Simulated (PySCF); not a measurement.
C5H9F3NP.
SMILES: `C/C=C/P(NC)C(F)(F)F`

Method: TDDFT wB97X-D/def2-SVPD, vertical, gas phase, core orbitals frozen in the response in PySCF. Geometry: PBE0-D3(BJ)/def2-SVP, one conformer, isolated molecule.

Broadening: Gaussians 0.4 eV wide at half height, area fixed by f = 4.319×10⁻⁹ ∫ε dν̃. The cross-section is σ = 3.8235×10⁻²¹ ε cm², given in Mb (10⁻¹⁸ cm²). The width is an assumption, not a result. The curve ends short of the highest state used, and states not computed would add to its high-energy end.

| E (eV) | σ (Mb) |
| --- | --- |
| 5.39 | 0.07 |
| 5.44 | 0.20 |
| 5.50 | 0.59 |
| 5.55 | 1.32 |
| 5.60 | 2.72 |
| 5.66 | 5.79 |
| 5.71 | 9.93 |
| 5.76 | 15.75 |
| 5.82 | 24.82 |
| 5.87 | 33.62 |
| 5.92 | 42.86 |
| 5.98 | 53.64 |
| 6.03 | 61.78 |
| 6.09 | 69.95 |
| 6.14 | 74.85 |
| 6.19 | 77.27 |
| 6.25 | 75.92 |
| 6.30 | 70.92 |
| 6.35 | 62.85 |
| 6.41 | 50.77 |
| 6.46 | 40.44 |
| 6.51 | 31.24 |
| 6.57 | 22.71 |
| 6.62 | 17.79 |
| 6.68 | 13.98 |
| 6.73 | 11.91 |
| 6.78 | 10.33 |
| 6.84 | 8.75 |
| 6.89 | 7.66 |
| 6.94 | 6.91 |
| 7.00 | 6.76 |
| 7.05 | 7.53 |
| 7.10 | 9.32 |
| 7.16 | 12.97 |
| 7.21 | 17.24 |
| 7.27 | 23.43 |

Problem. Locate the maxima and give the states behind the curve.

Solution. 200 nm (6.20 eV), ε about 20000, made up of S1 (21%) and S2 (74%) (ε in L mol⁻¹ cm⁻¹; maxima over ε = 5, shares over 10%). At its high-energy end, 7.27 eV, the curve is still rising (ε about 6100, from S6 and S7). The states used: S1 5.99 eV (f 0.142); S2 6.25 eV (f 0.232); S3 6.45 eV (f 0.038); S4 6.74 eV (f 0.030); S5 7.04 eV (f 0.0085); S6 7.33 eV (f 0.044); S7 7.49 eV (f 0.103); S8 7.67 eV (f 0.028); S9 7.78 eV (f 0.030); S10 7.87 eV (f 0.046).

Problem. What would ε be at 6.20 eV, the highest of these maxima, with half the width (0.2 eV)?

Solution. About 27100 L mol⁻¹ cm⁻¹ against 20200, a factor of about 1.3; a lone state at its own centre would give exactly 2.

Problem. Coming from long wavelengths, where does ε first pass 100 L mol⁻¹ cm⁻¹?

Solution. At about 226 nm (5.48 eV), 0.51 eV below S1.

Problem. On this curve, what absorbance would a 10⁻⁵ mol/L sample give at 222 nm over a 1 cm path?

Solution. 222 nm is 5.585 eV, where ε is about 580 L mol⁻¹ cm⁻¹, so A = ε c l ≈ 0.0058 (Beer–Lambert, with the gas-phase spectrum and the assumed width).

The vertical ionisation energy (ΔSCF) is 8.79 eV, 0.93 eV above S10.

Time: 7.0 min; peak memory 1.4 GiB. Hardware: one thread of an Arm Neoverse V1, no GPU, shared host with 32 logical CPUs at a one-minute load of 26.
